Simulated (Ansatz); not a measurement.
Ligand exchange: C2BrF5 + HCl → C2ClF5 + HBr

Species: C2BrF5 (bromopentafluoroethane) `FC(F)(F)C(F)(F)Br`, singlet; HCl (hydrogen chloride), singlet; C2ClF5 `FC(F)(F)C(F)(F)Cl`, singlet; HBr (hydrogen bromide), singlet. The partners trade Br for Cl: C–Br and H–Cl bonds give way to C–Cl and H–Br.

Shapes, held fixed at every level: PBE0-D4/def2-TZVP. Programs: Ansatz 0.2.0. The zero-point and thermal change to 298 K, harmonic and unscaled (PBE0-D4/def2-TZVP), is -0.9 kJ/mol.

(1) Estimate the reaction enthalpy at 298 K.

Answers

(1) From tabulated heats of formation (Active Thermochemical Tables, CRC Handbook of Chemistry and Physics), ΔH(298 K) = +1.9 kJ/mol. Nearest: MP2/def2-TZVPP (-2.1); farthest: r2SCAN0-D4/def2-TZVPP (-6.8). 8 of 8 levels lie within 10 kJ/mol. The heats of C2BrF5, C2ClF5 come from older tables and can be uncertain by 10 kJ/mol or more. Relativity is left out for Br. Outer-core shells of Br are correlated, in sets that cover them unevenly. Times are processor times on shared x86 and Arm servers, and rough.

```json
{"level": "PBE-D4/def2-TZVPP", "kind": "GGA", "ΔH (kJ/mol)": "-1.7", "computed − measured": "-3.6", "CPU time (all species)": "19 s"}
{"level": "r2SCAN-D4/def2-TZVPP", "kind": "meta-GGA", "ΔH (kJ/mol)": "-3.3", "computed − measured": "-5.2", "CPU time (all species)": "39 s"}
{"level": "B3LYP-D4/def2-TZVPP", "kind": "global hybrid", "ΔH (kJ/mol)": "-1.8", "computed − measured": "-3.7", "CPU time (all species)": "43 s"}
{"level": "BHLYP-D4/def2-TZVPP", "kind": "global hybrid", "ΔH (kJ/mol)": "-3.9", "computed − measured": "-5.9", "CPU time (all species)": "29 s"}
{"level": "PBE0-D4/def2-TZVPP", "kind": "global hybrid", "ΔH (kJ/mol)": "-3.7", "computed − measured": "-5.6", "CPU time (all species)": "31 s"}
{"level": "r2SCAN0-D4/def2-TZVPP", "kind": "global hybrid", "ΔH (kJ/mol)": "-4.9", "computed − measured": "-6.8", "CPU time (all species)": "41 s"}
{"level": "wB97X-V/def2-TZVPP", "kind": "range-separated hybrid", "ΔH (kJ/mol)": "-4.8", "computed − measured": "-6.7", "CPU time (all species)": "58 s"}
{"level": "MP2/def2-TZVPP", "kind": "perturbation theory", "ΔH (kJ/mol)": "-0.1", "computed − measured": "-2.1", "CPU time (all species)": "–"}
```
